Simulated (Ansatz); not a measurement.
Ansatz (a first-principles code) input (B3LYP-D3(BJ)/def2-TZVP):

Ansatz 0.2 input:
```yaml
crystal:
  periodic: [false, false, false]
  atoms:
    - {symbol: Si, position_ang: [-0.00983324, -0.09384758, -0.01045411]}
    - {symbol: F, position_ang: [-0.00274007, -1.03825261, 1.25671974]}
    - {symbol: F, position_ang: [-0.09400966, -1.09825461, -1.22745724]}
    - {symbol: Br, position_ang: [-1.77006513, 1.16185044, 0.02476573]}
    - {symbol: Br, position_ang: [1.84877251, 1.00873979, -0.10574442]}
basis:
  gaussian:
    orbitals: def2-TZVP
hamiltonian:
  xc: b3lyp
  dispersion: d3bj
relax: {f_tol: 0.002, max_steps: 150}
```

End of the output:

```
1399 factors; their error is unknown
mean field: 1.48 GiB planned
mean field -153415.02962482 eV, -5637.8983502702 hartree, gradient 1.4e-5 eV, S^2 0.000000; 0 other end points of the search recorded, 0 dependent functions left out
the calculation of the forces begins
reference -153415.02985618 eV, -5637.8983587725 hartree; 51, 51 occupied and 144, 144 virtual orbitals, 1399 factors
relax step   3: F+E_penalty+E_count = -153415.33050082 eV  Δ(F+E_penalty+E_count) = -4.386e-3 eV  max|allowed force component| = 8.854e-2 eV/Å  Δτ_max = 0.0122 Å  (31 SCF iters, accepted)
these checks for a lower state are left out or cut short: starts, cluster_reference, orbital_swaps, neighbouring_geometries, increment
integrals: 0.14 GiB planned
1399 factors; their error is unknown
mean field: 1.48 GiB planned
mean field evaluation 32: about -153414.2996 eV, gradient 1.8e-3 eV
mean field -153415.03098864 eV, -5637.8984003895 hartree, gradient 1.4e-5 eV, S^2 0.000000; 0 other end points of the search recorded, 0 dependent functions left out
the calculation of the forces begins
reference -153415.03121997 eV, -5637.8984088909 hartree; 51, 51 occupied and 144, 144 virtual orbitals, 1399 factors
relax step   4: F+E_penalty+E_count = -153415.33168546 eV  Δ(F+E_penalty+E_count) = -1.185e-3 eV  max|allowed force component| = 1.772e-2 eV/Å  Δτ_max = 0.0108 Å  (31 SCF iters, accepted)
these checks for a lower state are left out or cut short: starts, cluster_reference, orbital_swaps, neighbouring_geometries, increment
integrals: 0.14 GiB planned
1399 factors; their error is unknown
mean field: 1.48 GiB planned
mean field -153415.03146193 eV, -5637.8984177826 hartree, gradient 1.5e-5 eV, S^2 0.000000; 0 other end points of the search recorded, 0 dependent functions left out
the calculation of the forces begins
reference -153415.03169329 eV, -5637.8984262850 hartree; 51, 51 occupied and 144, 144 virtual orbitals, 1399 factors
relax step   5: F+E_penalty+E_count = -153415.33180421 eV  Δ(F+E_penalty+E_count) = -1.187e-4 eV  max|allowed force component| = 1.685e-2 eV/Å  Δτ_max = 0.0087 Å  (31 SCF iters, accepted)
these checks for a lower state are left out or cut short: starts, cluster_reference, orbital_swaps, neighbouring_geometries, increment
integrals: 0.14 GiB planned
1399 factors; their error is unknown
mean field: 1.48 GiB planned
mean field -153415.03136796 eV, -5637.8984143295 hartree, gradient 1.5e-5 eV, S^2 0.000000; 0 other end points of the search recorded, 0 dependent functions left out
the calculation of the forces begins
reference -153415.03159931 eV, -5637.8984228312 hartree; 51, 51 occupied and 144, 144 virtual orbitals, 1399 factors
relax step   6: F+E_penalty+E_count = -153415.33183377 eV  Δ(F+E_penalty+E_count) = -2.956e-5 eV  max|allowed force component| = 3.285e-4 eV/Å  Δτ_max = 0.0022 Å  (32 SCF iters, accepted)
integrals: 0.14 GiB planned
1399 factors; their error is unknown
mean field: 1.48 GiB planned
mean field evaluation 64: about -153414.3000 eV, gradient 3.1e-2 eV
mean field -153415.03136796 eV, -5637.8984143295 hartree, gradient 1.5e-5 eV, S^2 0.000000; 1 other end points of the search recorded, 0 dependent functions left out
the calculation of the forces begins
reference -153415.03159931 eV, -5637.8984228312 hartree; 51, 51 occupied and 144, 144 virtual orbitals, 1399 factors
Total energy: -153415.33206512 eV, -5637.9094647460 hartree
Atom 0 at    -0.010122    -0.123038    -0.009589 Å, force    -0.000228     0.000180     0.000002 eV/Å
Atom 1 at    -0.001578    -1.026244     1.285290 Å, force     0.000223    -0.000200     0.000237 eV/Å
Atom 2 at    -0.095530    -1.087525    -1.256600 Å, force     0.000109    -0.000197    -0.000233 eV/Å
Atom 3 at    -1.777601     1.164888     0.024726 Å, force     0.000225     0.000223    -0.000050 eV/Å
Atom 4 at     1.856956     1.012155    -0.105998 Å, force    -0.000329    -0.000006     0.000044 eV/Å
Dipole moment:     0.007199     0.173883    -0.004458 e Å
```
